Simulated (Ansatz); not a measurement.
Reaction (ligand exchange at a B–C bond): `BC(=C)C` + `N[SiH2][SiH3]` → `BN[SiH2][SiH3]` + `C=CC`

Computed with Ansatz on PBE0-D4/def2-TZVP structures; ΔE is electronic, products minus reactants. CBS: MP2 limit from def2 TZ/QZ plus the TZ coupled-cluster correction, frozen cores. This one scheme is used for every species. Functionals use def2-TZVPP. HSE06 is defined as in plane-wave codes. One conformer a species, not always the lowest.

```csv
level,ΔE (kcal/mol),difference from CCSD(T)/CBS
revPBE-D4,-28.0,0.6
r2SCAN-D4,-28.8,-0.2
PBE0-D4,-28.6,0.0
r2SCANh-D4,-28.8,-0.2
ωB97X-V,-28.6,0.0
ωB97M-V,-28.9,-0.3
PBE,-28.8,-0.2
PBE0,-28.6,0.0
r2SCANh,-28.8,-0.2
r2SCAN0,-28.8,-0.2
HSE06,-28.6,0.0
CAM-B3LYP,-29.7,-1.1
LC-ωPBE,-29.2,-0.6
CCSD(T)/def2-SVP,-32.8,-4.2
SCS-MP2/def2-QZVPP,-28.5,0.1
CCSD/CBS(def2),-28.6,0.0
CCSD(T)/CBS,-28.6,0
```

Largest T1 diagnostic among the species: 0.013.

Leaving LDA and LC-ωPBE aside and taking each functional with its dispersion term where it has one, the values, not all of them listed here, spread over 1.7 kcal/mol, from CAM-B3LYP-D4 to B97M-V. LDA lies −1.2 kcal/mol from PBE without D4. At CCSD(T), def2-SVP lies −4.2 kcal/mol from the extrapolated value and def2-TZVPP −0.5 kcal/mol.
